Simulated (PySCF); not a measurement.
## Diatomics of Sb with the chalcogens

PBE0 with triple-zeta basis sets in PySCF, for the lowest determinant that a PBE0 search found; no spin–orbit coupling. De refers to high-spin ground-configuration atoms. A positive dipole means M(−)Sb(+).

```tsv
M	basis	state (unpaired electrons)	Re (Å)	ωe (cm⁻¹)	De (eV)	μ (D)
O	def2-TZVPP	doublet (π ↑)	1.805	881	3.90	3.53
S	x2c-TZVPPall	doublet (π ↑)	2.204	514	3.53	2.39
Se	def2-TZVPP	doublet (π ↑)	2.330	343	3.15	1.99
Te	def2-TZVPPD	doublet (π ↑)	2.524	263	2.69	1.17
```

The shortest bond is that of SbO (1.805 Å), the longest that of SbTe (2.524 Å). SbO is bound most strongly (3.90 eV) and SbTe least (2.69 eV).

The rows differ in basis set, which adds steps of its own.

Down a group the atoms grow and get heavier, so bonds lengthen and wavenumbers fall; this series shows no clear exception.

Spin–orbit coupling is left out, which matters for elements this heavy, above all for dissociation energies. States were picked by a PBE0 search and need not be the measured ground states.
